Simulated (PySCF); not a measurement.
CH₅Cl₂NSi, SMILES Cl[Si](N)(C)Cl.

The structure is a stationary point at PBE0-D3(BJ)/def2-SVP. One conformer was computed; it need not be the lowest.

Two levels are set side by side: PBE/def2-TZVP (PySCF) and B3LYP/def2-TZVP (PySCF). Same geometry, gas phase. Differences are taken from unrounded values.

```json
[
 {"quantity": "orbital gap (eV)", "PBE": "6.29"},
 {"quantity": "highest occupied level (eV)", "PBE": "-6.55"},
 {"quantity": "lowest empty level (eV)", "PBE": "-0.27"},
 {"quantity": "dipole moment (D)", "PBE": "2.47"},
 {"quantity": "mean polarisability (bohr³)", "PBE": "68.4"}
]
```

Task: These are the PBE values. What does B3LYP give? (Estimate from the structure and the level; the computed values follow.)

Result: 
```
quantity                     B3LYP  PBE minus B3LYP
---------------------------  -----  ---------------
orbital gap (eV)              8.01            -1.73
highest occupied level (eV)  -7.76             1.21
lowest empty level (eV)       0.25            -0.52
dipole moment (D)             2.49            -0.02
mean polarisability (bohr³)   66.3              2.1
```

Without exact exchange PBE keeps part of each electron's self-repulsion, which lifts occupied levels and narrows the gap. PBE's more diffuse valence density responds more strongly to a field. Differences between two approximate levels are no errors against the true value.

Rough cost on one machine, each run with all the roots and properties that it gave: B3LYP against PBE within a factor of 2.
